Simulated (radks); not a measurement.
Results of a calculation; reference values are marked as such.
Q: The chromium ion Cr6+, [Ar]. Code: a radial shooting solver on a logarithmic mesh with Libxc functionals. Model: non-relativistic Kohn-Sham, exchange-only LDA, spin-polarised, spherical densities, point nucleus. Every spin shell is full or empty, so the densities are truly spherical. Functionals are evaluated on that one density, not self-consistently. Rank these orbital-free kinetic functionals by their error against the exact value of the orbitals, and give that value: Thomas-Fermi, von Weizsacker, TF + vW, TF + vW/5, LC94, APBEK, revAPBEK, Perdew 92, Thakkar, LKT, PG1.

A: Exact: 1030.68 hartree. From best to worst, with 100 (|E| - |E exact|)/|E exact| (equal figures are ties): APBEK +0.04, LC94 -0.06, revAPBEK +0.33, Thakkar -0.41, Perdew 92 -0.79, TF + vW/5 +4.02, Thomas-Fermi -6.82, PG1 +21.05, LKT +26.32, von Weizsacker -45.80, TF + vW +47.38.
